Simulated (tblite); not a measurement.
Species: C3H9NO2Si2 (charge -1 and doublet state).
Geometry (GFN2-xTB, Å), atoms numbered from 1 in this order:
```xyz
17
C3H9NO2Si2 angstrom
N      2.3887    1.0962   -0.7291
C      2.2488    0.4851    0.5721
O      3.3071    0.1700    1.1897
Si     0.5603   -0.0848    1.0210
C     -0.6246   -1.5308    0.4074
C     -1.4493   -1.0258   -0.7740
Si    -1.7701    0.8139   -0.4208
O     -0.4890    1.1668    0.4651
H      1.6038    1.7082   -0.9177
H      3.2676    1.6009   -0.7812
H      0.3676   -0.0973    2.4878
H     -0.1003   -2.4555    0.1462
H     -1.3074   -1.7840    1.2266
H     -0.8555   -1.1149   -1.6878
H     -2.3529   -1.6254   -0.9277
H     -1.7972    1.6428   -1.6365
H     -3.0047    1.0465    0.3488
```

Level: GFN2-xTB in tblite, geometry and Hessian alike; calculated harmonic values, unscaled, isolated species. This tight-binding method is rough: wavenumbers can miss measured ones by several per cent, in bad cases by 10 to 20. Modes of hydrogen on silicon can be 10 to 20 % off. One conformer, not necessarily the lowest. Open shells enter through the occupations alone, without spin polarisation, and single modes of such species can be off by tens of per cent.

Harmonic wavenumbers (cm⁻¹): 45.0, 60.4, 91.3, 148.4, 169.1, 275.7, 284.4, 357.6, 384.2, 406.0, 432.7, 493.3, 505.7, 552.0, 577.1, 585.6, 679.5, 695.4, 708.6, 746.4, 789.7, 815.8, 823.2, 847.2, 960.8, 1036.7, 1051.9, 1055.6, 1125.6, 1162.5, 1269.4, 1280.2, 1493.5, 1498.2, 1513.8, 1516.9, 2074.5, 2127.4, 2176.0, 2889.6, 2904.6, 2925.1, 2948.0, 3353.4, 3415.3.

A = 2754, B = 922.8, C = 821.0 MHz; mass 147.017 u (most abundant isotopes); point group C1, symmetry number 1; spin multiplicity 2.

Task: Zero-point energy?

Result: ½Σν̃ = 25627 cm⁻¹ = 73.27 kcal/mol.

Task: Entropy at 500 K, 1 bar (ideal gas, RRHO, classical rotation)?

Result: Translation 43.46, rotation 30.96, vibration 51.93, spin (R ln 2) 1.38: S = 127.7 cal/(mol K).

Task: And Cp and H(500 K) − H(0)?

Result: Cp = 57.49 cal/(mol K), of which vibrations give 49.54 (their classical limit is 45 R = 89.4); H(500 K) − H(0) = 17.31 kcal/mol without the zero-point energy, 13.34 from vibrations.

Task: How do the functions run with temperature in this model?

Result: 
```tsv
T (K)	S (cal/(mol K))	Cp (cal/(mol K))	H − H(0) (kcal/mol)	G − H(0) (kcal/mol)	ln q(vib)
100	71.9	18.5	1.31	-5.88	1.87
200	88.2	30.1	3.73	-13.91	4.51
300	102.5	41.2	7.31	-23.45	7.24
800	158.1	71.6	36.88	-89.63	20.35
1000	174.8	77.5	51.82	-122.96	24.96
```

q(vib) and H(0) count from the zero-point level.

Task: Which modes carry the vibrational entropy at 500 K?

Result: 45.0 cm⁻¹: 6.05; 60.4 cm⁻¹: 5.47; 91.3 cm⁻¹: 4.65; 148.4 cm⁻¹: 3.69; 169.1 cm⁻¹: 3.44; 275.7 cm⁻¹: 2.50 cal/(mol K); the other 39 give 26.14 together.

Task: What must be added to the electronic energy to get the Gibbs energy at 500 K and 1 bar?

Result: ZPE + [H(500 K) − H(0)] − T·S = 73.27 + 17.31 − 63.87 = 26.71 kcal/mol.

Hindered rotation and anharmonicity are outside this model. Other conformers, if any are populated, would add a mixing term that is left out. The structure is chiral; the term R ln 2 for an equal mix with its mirror image is left out.
